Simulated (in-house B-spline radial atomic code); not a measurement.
Configurations of In IV (In3+), with energies counted from [Kr] 4d10. Level of theory: scalar-relativistic (X2C) B3LYP, spin-polarised, spherical fractional occupations, exact exchange averaged over the configuration, Fermi nucleus of rms radius 4.6156 fm; calculated with a B-spline radial code for spherical atoms. Shells without spins written out take the highest spin.

Occupations are held fixed; configurations that lie above the ionisation limit could autoionise.

| configuration | E - E(ref) (eV) | highest orbital | its <r> (bohr) |
| --- | --- | --- | --- |
| [Kr] 4d9 4f1 | 40.924 | 4f up | 3.616 |
| [Kr] 4d9 5f1 | 45.865 | 5f up | 6.385 |
| [Ar] 3d10 4s2 4p5 4d10 5f1 | 108.34 | 5f up | 6.334 |
| [Ar] 3d9 4s2 4p6 4d10 5s1 | 443.51 | 5s up | 2.151 |
| [Ar] 3d9 4s2 4p6 4d10 5p1 | 452.41 | 5p up | 2.492 |
| [Ar] 3d9 4s2 4p6 4d10 5f1 | 474.11 | 5f up | 6.369 |

Problem. Order these further configurations by energy, lowest first.
A. [Kr] 4d9 5p1
B. [Ar] 3d9 4s2 4p6 4d10 4f1
C. [Ar] 3d10 4s2 4p5 4d10 5d1
D. [Ar] 3d10 4s2 4p5 4d10 4f1
E. [Ar] 3d10 4s2 4p5 4d10 5s1

Solution. A (24.444 eV), E (77.935 eV), C (98.206 eV), D (103.39 eV), B (469.21 eV).

Problem. How far above the reference does [Ar] 3d9 4s2 4p6 4d10 5d1 lie?

Solution. 463.79 eV; its least bound orbital is 5d up with <r> = 3.39 bohr.
